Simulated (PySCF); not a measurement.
## Spinor energies of Ge(27+) (germanium, charge +27)

Start: [He] 2s2 2p1; 2p3/2 filled at m_j = +3/2. Calculated with PySCF 2.14 in an even-tempered Gaussian basis (17 s from 9 bohr⁻², ratio 2.4; 11 p from 12 bohr⁻², ratio 2.4; 5 d from 39 bohr⁻², ratio 2.6; 4 f from 59 bohr⁻², ratio 2.6): generalised Hartree-Fock with the X2C-1e Hamiltonian and a Gaussian nucleus; one run each with spin-orbit coupling (SO) screened by Boettger's factors, then bare. This is a chosen level, not necessarily the ground level.

| spinor shell | electrons | ε, screened SO (eV) | ε, bare SO (eV) | weight of nominal j (bare SO) | rms radius, bare SO (bohr) |
| --- | --- | --- | --- | --- | --- |
| 1s1/2 | 2 | -13042.6 | -13042.7 | 1.000 | 0.0537 |
| 2s1/2 | 2 | -2946.7 | -2946.7 | 1.000 | 0.211 |
| 2p3/2 | 1 | -2849.4 | -2848.6 | 1.000 | 0.184 |

```json
{"quantity": "E (hartree)", "screened SO": "-1352.69156", "bare SO": "-1352.66199"}
{"quantity": "M_J", "screened SO": "3/2", "bare SO": "3/2"}
{"quantity": "⟨J²⟩", "screened SO": "3.750", "bare SO": "3.750"}
{"quantity": "⟨L²⟩", "screened SO": "2.000", "bare SO": "2.000"}
{"quantity": "⟨S²⟩", "screened SO": "0.750", "bare SO": "0.750"}
```

Each row is a mean over spinors that exchange with the open shell spreads, by up to 25.320 eV (2s1/2).
